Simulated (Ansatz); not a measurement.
C2H7BFNO (`CN(C)B(O)F`), relaxed with RKS PBE0-D4/def2-TZVP in Ansatz 0.2.0 from a PBE-D4/def2-SVP geometry. The force threshold is 0.005 eV/Å; the program also tests the step.

The species carries charge 0 and has multiplicity 1.

Start:

```xyz
13

C    -1.045   -0.985   -0.609
N    -0.087   -0.022   -0.098
C     0.475   -0.367    1.187
B     0.258    1.151   -0.833
O     1.168    2.102   -0.446
F    -0.349    1.369   -2.021
H    -1.430   -0.650   -1.589
H    -1.909   -1.109    0.083
H    -0.582   -1.991   -0.742
H    -0.315   -0.490    1.964
H     1.050   -1.323    1.150
H     1.167    0.418    1.553
H     1.598    1.898    0.401
```

```tsv
step	energy (eV)	largest force (eV/Å)	largest move (Å)
1	-9116.2179	0.656	0.000
2	-9116.2647	0.178	0.025
3	-9116.2698	0.042	0.010
4	-9116.2699	0.033	0.006
5 (rejected)	-9116.2696	0.084	0.013
6	-9116.2701	0.009	0.006
7	-9116.2702	0.003	0.009
8	-9116.2702	0.004	0.008
9	-9116.2702	0.004	0.008
10	-9116.2702	0.007	0.016
11	-9116.2702	0.008	0.008
12	-9116.2702	0.006	0.002
13	-9116.2702	0.003	0.002
```

End:

```xyz
13

C    -1.036   -0.981   -0.602
N    -0.079   -0.022   -0.103
C     0.473   -0.377    1.176
B     0.259    1.140   -0.826
O     1.148    2.100   -0.440
F    -0.330    1.354   -2.011
H    -1.419   -0.663   -1.568
H    -1.881   -1.089    0.089
H    -0.575   -1.970   -0.719
H    -0.312   -0.462    1.938
H     0.996   -1.340    1.130
H     1.189    0.366    1.529
H     1.568    1.944    0.406
```

Hardware: 2 threads of an AMD EPYC 7R13 on a shared host and a share of an NVIDIA H100 80 GB. Wall time 35 s, peak host memory 0.9 GiB.
